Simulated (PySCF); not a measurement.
Isomers of C4H14Si4, mass 174.017 u with the commonest isotopes. Theory: PBE0-D3(BJ)/def2-SVP geometry optimisation, gas phase (PySCF). One conformer each, none proved a minimum here; rigid rotors.

Task: Order these by dipole moment, smallest first.
A. `[CH3:1][C:2]#[C:3][Si@H:4]([CH3:5])[SiH:6]([SiH3:7])[SiH3:8]` with C3–Si4–Si6–Si7 -59°
B. `[CH:1]#[C:2][C@H:3]([CH3:4])[SiH2:5][SiH2:6][SiH2:7][SiH3:8]` with C2–C3–Si5–Si6 -57°, C3–Si5–Si6–Si7 63°, Si5–Si6–Si7–Si8 48°
C. `[CH3:1][C:2]#[C:3][SiH2:4][Si@@H:5]([CH3:6])[SiH2:7][SiH3:8]` with C3–Si4–Si5–C6 0°, Si4–Si5–Si7–Si8 178°
D. `[CH3:1][Si@H:2]1[SiH2:3][Si@H:4]([CH:5]2[CH2:6][CH2:7]2)[SiH2:8]1` with Si3–Si4–C5–C6 -21°, C1–Si2–Si3–Si4 145°, Si2–Si3–Si4–C5 88°, Si4–C5–C6–C7 110°, Si3–Si4–Si8–Si2 23°
E. `[CH3:1][Si@H:2]1[SiH2:3][Si@@H:4]([CH:5]2[CH2:6][CH2:7]2)[SiH2:8]1` with Si3–Si4–C5–C6 85°, C1–Si2–Si3–Si4 93°, Si2–Si3–Si4–C5 -89°, Si4–C5–C6–C7 109°, Si3–Si4–Si8–Si2 -22°
F. `[CH2:1]=[CH:2][CH2:3][Si@@H:4]1[SiH2:5][SiH2:6][Si@H:7]1[CH3:8]` with C1–C2–C3–Si4 -103°, C2–C3–Si4–Si5 168°, C3–Si4–Si5–Si6 -82°, Si4–Si5–Si6–Si7 -28°, Si5–Si6–Si7–C8 -84°, C3–Si4–Si7–Si6 82°

Result: F (0.65 D), D (0.85 D), B (1.15 D), A (1.59 D), E (1.75 D), C (2.33 D).

Task: Order these by rotational constant A, smallest first.
A. `[CH3:1][C:2]#[C:3][SiH2:4][Si@@H:5]([CH3:6])[SiH2:7][SiH3:8]` with C3–Si4–Si5–C6 0°, Si4–Si5–Si7–Si8 178°
B. `[CH3:1][Si@H:2]1[SiH2:3][Si@H:4]([CH:5]2[CH2:6][CH2:7]2)[SiH2:8]1` with Si3–Si4–C5–C6 -21°, C1–Si2–Si3–Si4 145°, Si2–Si3–Si4–C5 88°, Si4–C5–C6–C7 110°, Si3–Si4–Si8–Si2 23°
C. `[CH3:1][C:2]#[C:3][Si@H:4]([CH3:5])[SiH:6]([SiH3:7])[SiH3:8]` with C3–Si4–Si6–Si7 -59°
D. `[CH:1]#[C:2][C@H:3]([CH3:4])[SiH2:5][SiH2:6][SiH2:7][SiH3:8]` with C2–C3–Si5–Si6 -57°, C3–Si5–Si6–Si7 63°, Si5–Si6–Si7–Si8 48°

Result: C (855.9 MHz), D (1245 MHz), B (1525 MHz), A (1965 MHz).

Task: Order these by rotational constant B, smallest first.
A. `[CH3:1][Si@H:2]1[SiH2:3][Si@H:4]([CH:5]2[CH2:6][CH2:7]2)[SiH2:8]1` with Si3–Si4–C5–C6 -21°, C1–Si2–Si3–Si4 145°, Si2–Si3–Si4–C5 88°, Si4–C5–C6–C7 110°, Si3–Si4–Si8–Si2 23°
B. `[CH3:1][C:2]#[C:3][Si@H:4]([CH3:5])[SiH:6]([SiH3:7])[SiH3:8]` with C3–Si4–Si6–Si7 -59°
C. `[CH2:1]=[CH:2][CH2:3][Si@@H:4]1[SiH2:5][SiH2:6][Si@H:7]1[CH3:8]` with C1–C2–C3–Si4 -103°, C2–C3–Si4–Si5 168°, C3–Si4–Si5–Si6 -82°, Si4–Si5–Si6–Si7 -28°, Si5–Si6–Si7–C8 -84°, C3–Si4–Si7–Si6 82°
D. `[CH3:1][C:2]#[C:3][SiH2:4][Si@@H:5]([CH3:6])[SiH2:7][SiH3:8]` with C3–Si4–Si5–C6 0°, Si4–Si5–Si7–Si8 178°
E. `[CH3:1][Si@H:2]1[SiH2:3][Si@@H:4]([CH:5]2[CH2:6][CH2:7]2)[SiH2:8]1` with Si3–Si4–C5–C6 85°, C1–Si2–Si3–Si4 93°, Si2–Si3–Si4–C5 -89°, Si4–C5–C6–C7 109°, Si3–Si4–Si8–Si2 -22°
F. `[CH:1]#[C:2][C@H:3]([CH3:4])[SiH2:5][SiH2:6][SiH2:7][SiH3:8]` with C2–C3–Si5–Si6 -57°, C3–Si5–Si6–Si7 63°, Si5–Si6–Si7–Si8 48°
G. `[CH:1]#[C:2][Si@H:3]([CH2:4][CH3:5])[SiH2:6][SiH2:7][SiH3:8]` with C2–Si3–C4–C5 -178°, C2–Si3–Si6–Si7 -46°, Si3–Si6–Si7–Si8 -48°

Result: D (357.6 MHz), G (545.3 MHz), F (613.6 MHz), B (643.7 MHz), A (659.6 MHz), C (703.2 MHz), E (756.3 MHz).

| SMILES | point group | Ia (u·Å²) | Ib (u·Å²) | Ic (u·Å²) | κ | μa (D) | μb (D) | μc (D) |
| --- | --- | --- | --- | --- | --- | --- | --- | --- |
| C#C[C@H](C)[SiH2][SiH2][SiH2][SiH3] | C1 | 405.99 | 823.62 | 991.49 | -0.72 | 1.12 | 0.15 | 0.20 |
| CC#C[SiH2][Si@@H](C)[SiH2][SiH3] | C1 | 257.18 | 1413.20 | 1535.81 | -0.97 | 1.62 | 1.68 | 0.11 |
| C#C[Si@H](CC)[SiH2][SiH2][SiH3] | C1 | 406.30 | 926.78 | 1060.75 | -0.82 | 1.05 | 0.38 | 0.28 |
| CC#C[Si@H](C)[SiH]([SiH3])[SiH3] | C1 | 590.43 | 785.10 | 905.35 | -0.43 | 1.47 | 0.17 | 0.58 |
| C=CC[Si@@H]1[SiH2][SiH2][Si@H]1C | C1 | 410.99 | 718.67 | 845.99 | -0.67 | 0.14 | 0.39 | 0.50 |
| C[Si@H]1[SiH2][Si@H](C2CC2)[SiH2]1 | C1 | 331.49 | 766.24 | 836.52 | -0.88 | 0.02 | 0.35 | 0.77 |
| C[Si@H]1[SiH2][Si@@H](C2CC2)[SiH2]1 | C1 | 399.70 | 668.21 | 724.81 | -0.79 | 0.89 | 1.18 | 0.93 |
| C=CC[Si@@H]1[SiH2][SiH2][Si@@H]1C | C1 | 404.74 | 711.30 | 894.73 | -0.57 | 0.30 | 1.40 | 0.34 |
